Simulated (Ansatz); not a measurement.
Reaction (atomization): `CN[SiH2]S` → C• + 7 H• + N• + S• + Si•

Isolated molecules relaxed with PBE0-D4/def2-TZVP in Ansatz; ΔE leaves out vibrations. CCSD(T)/CBS is the MP2 limit (def2-TZVPP, def2-QZVPP) plus CCSD(T) − MP2 in def2-TZVPP, frozen cores. This one scheme is used for every species, atoms too. For atomizations the MP2-based limit and the directly extrapolated one differ by several kJ/mol either way, and by 10 to 25 for some Ge, Se and Sn compounds, so smaller differences from it don't rank the levels. Functionals use def2-TZVPP. HSE06 is defined as in plane-wave codes. No spin–orbit coupling; open shells (•) take unrestricted orbitals. Spin–orbit coupling would lower the free atoms: a little for C, S, Si. Each species was taken in one conformer, which may not be the lowest.

| level | ΔE (kcal/mol) | difference from CCSD(T)/CBS |
| --- | --- | --- |
| PBE-D4 | 896.9 | 7.7 |
| revPBE-D4 | 878.9 | -10.3 |
| r2SCAN-D4 | 886.7 | -2.5 |
| B97M-V | 891.8 | 2.6 |
| r2SCANh-D4 | 882.6 | -6.6 |
| r2SCAN0-D4 | 876.8 | -12.4 |
| CAM-B3LYP-D4 | 892.2 | 3.0 |
| ωB97X-V | 894.3 | 5.1 |
| ωB97M-V | 893.1 | 3.9 |
| revPBE | 862.7 | -26.5 |
| PBE0 | 881.4 | -7.8 |
| HSE06 | 882.3 | -6.9 |
| BHLYP | 862.8 | -26.4 |
| CAM-B3LYP | 887.6 | -1.6 |
| MP2/def2-QZVPP | 883.0 | -6.2 |
| CCSD/CBS(def2) | 877.9 | -11.3 |
| CCSD(T)/CBS | 889.2 | 0 |

(1) What do rigid-rotor, harmonic-oscillator terms from PBE0-D4/def2-TZVP frequencies (298.15 K, 1 bar) make of the CCSD(T)/CBS value? (An estimate is asked.)

Largest T1 diagnostic among the species: 0.012.

Results:

(1) The calculation gave: ΔZPE = -51.1 kcal/mol, ΔH = +849.3 kcal/mol, ΔS = 1109 J/(mol·K), ΔG = +770.3 kcal/mol. Open shells count their whole term as degenerate.

From BLYP to BHLYP (50 % exact exchange), in def2-TZVPP and without D4, ΔE moves by −10.4 kcal/mol: exact exchange takes away binding that semilocal exchange gives to molecules. The D4 term adds +8.5 kcal/mol with B3LYP and +4.5 kcal/mol with PBE0; it sums over pairs of atoms, weighted by their polarisabilities, and B3LYP, whose exchange is more repulsive, gets the larger term.

B3LYP here is the variant with VWN-RPA as its local correlation; programs differ in this.
